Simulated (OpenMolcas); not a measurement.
# Ru2+ in a point-charge field

Ru2+ among 4 point charges of -1.62 e arranged as a square (D4h), 2.17 Å from the ion.
```
   2.1700    0.0000    0.0000  -1.62
   0.0000    2.1700    0.0000  -1.62
  -2.1700    0.0000    0.0000  -1.62
   0.0000   -2.1700    0.0000  -1.62
```

```yaml
Program: OpenMolcas
Method: "SS-CASPT2, IPEA 0.25 Eh, imaginary shift 0.1 Eh (closed shells correlated: 4s 4p)"
Basis: ANO-RCC-VDZP [6s5p3d1f]
Scalar_Hamiltonian: DKH2, point nucleus
Active_space: 6 electrons in 5 orbitals (4d)
State_averaging: 2S+1 = 5 even, 5 roots; 2S+1 = 3 even, 45 roots; 2S+1 = 1 even, 50 roots
Spin-orbit_coupling: RASSI with atomic mean-field integrals over the reference wave functions
```

The lowest spin-free states (labels of D4, the rotations of D4h), above the lowest:

```csv
State,Degeneracy,E (cm-1),Free-ion L (%)
5A1,1,0,D (100)
5E,2,7140,D (100)
3E,2,12240,H (36)
3A2,1,13580,H (48)
3B2,1,13900,G (39)
5B2,1,17070,D (100)
3E,2,17410,H (47)
3A1,1,17650,H (72)
3E,2,18260,H (38)
3B1,1,19460,G (38)
3B2,1,19770,H (45)
3B1,1,19870,H (47)
1B2,1,20200,I (47)
3A1,1,21290,G (74)
1B1,1,21470,I (70)
1E,2,21670,G (54)
1A1,1,21970,G (61)
1B2,1,23020,I (55)
3E,2,23200,F (36)
3A2,1,23390,H (51)
```

The lowest levels with spin-orbit coupling:

```
E (cm-1)  Degeneracy  Label  2S+1               g
       0           1     A1     5                
      53           2      E     5  0.00 0.00 3.98
     200           1     B1     5                
     200           1     B2     5                
    6740           2      E     5  0.00 0.00 9.91
    6920           1     B1     5                
    6990           1     B2     5                
    7270           2      E     5  0.00 0.00 1.97
    7580           1     A2     5                
    7650           1     A1     5                
    7960           2      E     5  0.00 0.00 5.98
   11630           1     A1     3                
   11810           1     B1     3                
   11890           2      E     3  0.00 0.00 2.12
   12230           1     A2     3                
   12570           1     B2     3                
   13920           2      E     3  0.00 0.00 2.89
   14300           1     A1     3                
   14440           2      E     3  0.00 0.00 2.38
   15060           1     B1     3
```

Powder χT (cm3 K/mol): 0.185 at 2 K, 0.927 at 10 K, 2.86 at 50 K, 3.23 at 100 K, 3.39 at 200 K, 3.43 at 300 K. The effective moment at 300 K is 2.828 √(χT) = 5.23 μB.

The lowest level has 2S+1 = 5, for which the spin-only value is χT = S(S+1) / 2 = 3.000 cm3 K/mol (g = 2). The computed 3.425 at 300 K differs by +0.425, through orbital momentum, spin-orbit coupling and any other state in reach.

Point charges give a weaker field than real ligands, and real ions of this kind are as a rule low spin; the high spin found here belongs to the model. Free-ion shares, where given, are those of the reference states; single-state CASPT2 does not remix them. This is an electrostatic model: the charges have no orbitals. No measured value stands beside these numbers.

The CASPT2 steps took 12 s on 1 thread of Intel(R) Xeon(R) Platinum 8259CL CPU @ 2.50GHz (Skylake/Cascade Lake), with other jobs on the host; the integral step is not counted.

With an even number of electrons the g values are those of a degenerate or nearly degenerate non-Kramers pair.
